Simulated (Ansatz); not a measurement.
A nudged elastic band was laid between two geometries of C$_{2}$H$_{8}$BClSSi (14 atoms, charge 0, multiplicity 1).

These are results of RKS PBE0/def2-SVP (Ansatz), not measurements.

```json
{
  "movable images": "9",
  "climbing image": "yes",
  "spring": "5.0 eV/Å²",
  "optimiser": "quadratic models (default)",
  "start path": "IDPP",
  "force threshold": "0.05 eV/Å",
  "iteration limit": "31",
  "end points": "relaxed"
}
```

First end point:

```xyz
14
Properties=species:S:1:pos:R:3
C -1.654 0.895 -0.565
B -1.017 0.038 0.578
C -0.103 -1.182 0.265
Cl 0.169 -2.313 1.638
Si 1.605 -0.540 -0.298
S 2.516 0.819 1.093
H -1.353 0.641 -1.592
H -2.749 0.748 -0.486
H -1.507 1.974 -0.395
H -1.215 0.343 1.731
H -0.471 -1.768 -0.596
H 1.443 0.132 -1.624
H 2.523 -1.705 -0.398
H 1.802 1.889 0.678
```

Last end point:

```xyz
14
Properties=species:S:1:pos:R:3
C -1.643 0.935 -0.839
B -1.070 0.183 0.405
C -0.117 -1.042 0.244
Cl 0.162 -1.999 1.752
Si 1.596 -0.419 -0.311
S 2.295 1.061 1.076
H -1.351 0.540 -1.824
H -2.746 0.927 -0.770
H -1.366 2.002 -0.786
H -1.352 0.569 1.517
H -0.461 -1.740 -0.538
H 1.510 0.276 -1.629
H 2.506 -1.596 -0.414
H 2.027 0.275 2.145
```

(1) What changes between the two ends?

(2) Give the energies along the band, and the barrier.

(3) What is the geometry of the highest image?

(4) What are the harmonic wavenumbers there?

## Answers

(1) No bond is made or broken. The dihedral C3–Si5–S6–H14 goes from -81 to 49°.

(2) It converged. The highest image is number 5 of 0 to 10, 0.046 eV above the first end and 0.135 eV above the last; the last end lies 0.089 eV below the first. A vibrational analysis at the climbing image gives one clearly imaginary mode, 211i cm⁻¹: a first-order saddle point.

| image | path coordinate (Å) | energy (eV) | dihedral C3–Si5–S6–H14 (°) |
| --- | --- | --- | --- |
| 0 | 0.00 | 0.000 | -81 |
| 1 | 0.34 | 0.002 | -76 |
| 2 | 0.68 | 0.007 | -68 |
| 3 | 1.02 | 0.018 | -56 |
| 4 | 1.36 | 0.035 | -40 |
| 5 | 1.70 | 0.046 | -21 |
| 6 | 1.98 | 0.032 | -3 |
| 7 | 2.27 | -0.012 | 15 |
| 8 | 2.55 | -0.062 | 32 |
| 9 | 2.84 | -0.086 | 46 |
| 10 | 3.12 | -0.089 | 49 |

(3) 
```xyz
14
Properties=species:S:1:pos:R:3
C -1.629 0.850 -0.841
B -0.983 0.195 0.421
C -0.077 -1.068 0.328
Cl 0.108 -1.996 1.857
Si 1.650 -0.509 -0.267
S 2.567 0.818 1.156
H -1.395 0.378 -1.806
H -2.726 0.824 -0.698
H -1.379 1.924 -0.891
H -1.146 0.711 1.506
H -0.417 -1.767 -0.456
H 1.474 0.141 -1.601
H 2.538 -1.694 -0.422
H 1.401 1.163 1.745
```

(4) 211i, 43, 75, 118, 121, 175, 207, 291, 364, 501, 553, 599, 648, 658, 737, 747, 811, 854, 916, 957, 1003, 1024, 1040, 1144, 1248, 1313, 1421, 1434, 2223, 2258, 2601, 2719, 3038, 3089, 3116, 3162 cm⁻¹.

Run time: 6 min on 2 threads of Intel(R) Xeon(R) Platinum 8488C (Sapphire Rapids) (shared host), peak memory 0.4 GiB.
